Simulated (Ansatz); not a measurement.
Relaxation of CH5NaSi2 (9 atoms, charge 0, multiplicity 1), to a largest force component of 0.015 eV/Å in at most 40 steps.

These are results of RKS BHLYP-D4/def2-SVP (Ansatz), not measurements.

```xyz
9
Properties=species:S:1:pos:R:3
Na -1.451 1.243 -2.997
Si 0.008 1.308 -0.674
C 0.331 -0.502 -0.261
Si -0.037 -1.348 1.231
H -0.540 1.898 0.578
H 1.356 1.951 -0.725
H 0.869 -1.055 -1.028
H 0.216 -2.761 1.530
H -0.750 -0.734 2.348
```

Task: Where does it end, and by what steps?

Result: It converged. The force dipped under the threshold on the way, but the program's further checks kept it going. After 8 steps the energy has fallen by 0.092 eV; H7 moved furthest, 0.19 Å.

```tsv
step	energy less start (eV)	largest force component (eV/Å)	accepted
0	0.0000	1.371	yes
1	-0.0709	0.594	yes
2	-0.0814	0.274	yes
3	-0.0888	0.143	yes
4	-0.0906	0.059	yes
5	-0.0912	0.022	yes
6	-0.0914	0.009	yes
7	-0.0916	0.010	yes
8	-0.0916	0.008	yes
```

```xyz
9
Properties=species:S:1:pos:R:3
Na -1.597 1.328 -2.911
Si 0.055 1.250 -0.678
C 0.442 -0.519 -0.195
Si -0.053 -1.331 1.220
H -0.565 1.866 0.542
H 1.366 1.967 -0.814
H 1.012 -1.111 -0.911
H 0.179 -2.769 1.463
H -0.839 -0.682 2.284
```

The run took 22 s on 2 threads of Intel(R) Xeon(R) 6975P-C (Granite Rapids) (shared host), peak memory 0.19 GiB.
